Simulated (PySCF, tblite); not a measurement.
Isomers of C2H11NOSi2. Method: GFN2-xTB as coded in tblite; computed harmonic values from a numerical Hessian at the method's own geometry, unscaled. The method is semi-empirical: single wavenumbers can be off by several per cent or more. Modes of hydrogen on silicon can be 10 to 20 % off. One conformer each.

Electronic energies: PBE0-D3(BJ)/def2-SVP at its own geometries (PySCF, gas phase).

```tsv
SMILES	electronic energy, lowest = 0 (kcal/mol)
CN(C)[SiH2]O[SiH3]	0.0
COC[SiH2][SiH2]N	54.0
CN[SiH2]C[SiH2]O	4.7
N[SiH2]CC[SiH2]O	0.7
```

How do GFN2-xTB zero-point energies change the relative energies?

```csv
SMILES,ZPE (kcal/mol),of it from modes above 1550 cm⁻¹,electronic (kcal/mol),"with ZPE, lowest = 0 (kcal/mol)",lowest mode (cm⁻¹),rings
CN(C)[SiH2]O[SiH3],78.7,41.4,0.0,0.0,39,0
N[SiH2]CC[SiH2]O,80.1,44.2,0.7,2.0,67,0
CN[SiH2]C[SiH2]O,79.8,43.8,4.7,5.8,64,0
COC[SiH2][SiH2]N,78.9,43.2,54.0,54.2,16,0
```

The zero-point energies span 1.4 kcal/mol, from `CN(C)[SiH2]O[SiH3]` to `N[SiH2]CC[SiH2]O`. The order is unchanged.

And how do the electronic energies of GFN2-xTB itself compare?

`CN(C)[SiH2]O[SiH3]` 0.0; `N[SiH2]CC[SiH2]O` 48.0; `CN[SiH2]C[SiH2]O` 47.8; `COC[SiH2][SiH2]N` 94.6 kcal/mol, lowest = 0. Against the energies above, taken from the same isomer `CN(C)[SiH2]O[SiH3]`, the largest difference is 47.3 kcal/mol. The two levels were optimised apart and needn't hold the same conformer.

What do entropy and thermal enthalpy add at 298.15 K and 1 bar (rigid rotor, harmonic oscillator, one conformer each)?

```
            SMILES  point group  symmetry number  S (cal/(mol K))  H − H(0) (kcal/mol)  ZPE + H − H(0) − TS (kcal/mol)
CN(C)[SiH2]O[SiH3]           C1                1            103.1                 7.29                            55.3
  N[SiH2]CC[SiH2]O           C1                1             94.1                 6.62                            58.6
  CN[SiH2]C[SiH2]O           C1                1             96.6                 6.90                            57.9
```

Not tabulated: `COC[SiH2][SiH2]N` (lowest mode only 16 cm⁻¹).
